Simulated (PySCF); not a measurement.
## Static response to an electric field

(Cl2Al-mu-Cl)2.
Cartesian coordinates in Å at the PBE0-D3(BJ)/def2-SVP level; atoms count from 1:
```
atom  x, y, z in Å
Al1    0.234    1.570   -0.069
Cl2    2.117    2.285   -0.590
Cl3   -1.391    2.799    0.357
Cl4    0.442   -0.011    1.559
Al5   -0.198   -1.590    0.048
Cl6   -2.085   -2.294    0.574
Cl7    1.415   -2.834   -0.381
Cl8   -0.396   -0.010   -1.582
```

Level: wB97X-D/def2-SVPD (PySCF), static field, nuclei fixed, core orbitals frozen in the response. The polarisability tensor in these axes (au):

```
x   122.29   1.09  -5.29
y     1.09 132.25  -0.48
z    -5.29  -0.48 104.61
```

Task: Give the principal values, the mean and the anisotropy Δα = √{½[(α1 − α2)² + (α2 − α3)² + (α1 − α3)²]}.

Result: Principal values 103.15, 123.59 and 132.41 au; mean 119.71 au = 17.74 Å³ = 19.74 × 10⁻⁴⁰ C²·m²/J; Δα = 26.00 au (22 % of the mean).

Task: What is the dipole moment?

Result: 0.02 D; point group D2h allows none, and the residue is numerical.

Task: What would n − 1 = 2πNα be for an ideal gas of these molecules at 350 K and 1 atm, electronic part alone?

Result: N = p/kT = 2.0968 × 10¹⁹ cm⁻³, so n − 1 = 2π × N × 17.74 × 10⁻²⁴ cm³ = 2337 × 10⁻⁶ at long wavelengths, for an ideal gas.

Task: Find the Langevin capture rate constant for H3+ (3.023 u) meeting this molecule (263.776 u), k = 2.342 × 10⁻⁹ cm³/s × √(α in Å³ / reduced mass in u).

Result: The reduced mass is 2.99 u, so k = 5.71 × 10⁻⁹ cm³/s.

Task: Give the principal axes and the span of the nuclei along them.

Result: Largest value along (0.13, 0.99, -0.04), where the nuclei span 5.19 Å; middle along (0.96, -0.13, -0.26), 3.71 Å; least along (0.27, 0.01, 0.96), 3.25 Å. The response follows the extents in order.

Geometry: PBE0-D3(BJ)/def2-SVP, one conformer, isolated molecule.
